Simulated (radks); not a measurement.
Question: The mean radii <r> (bohr) of the occupied orbitals of an atom or ion are listed with their occupations. All-electron calculation, scalar-relativistic Kohn-Sham, PBEsol, spin-unpolarised, spherical densities, finite nucleus; Fermi nuclear charge, rms radius of each element as measured or else 0.836 A^(1/3) + 0.57 fm. Program: a radial shooting solver on a logarithmic mesh with Libxc functionals.

orbital  occ.      <r>
1s          2  0.02364
2s          2   0.1010
2p          6  0.08881
3s          2   0.2665
3p          6   0.2646
3d         10   0.2418
4s          2   0.6075
4p          6   0.6434
4d         10   0.7074
5s          2    1.472
5p          6    1.724
6s          1    4.089
4f          4    1.107
6d          1    11.49

Name the element and its charge.

Answer: Z = 60, neodymium, charge 0: Nd in [Xe] 4f4 6s1 6d1. The 1s radius gives Z: for a bare nucleus <r> = (2 gamma + 1)/(2Z) with gamma = sqrt(1 - (Z/c)^2), 0.02332 bohr for Z = 60, and screening makes it slightly larger (0.02364 here). The occupations add up to 60, and the charge is Z minus that.
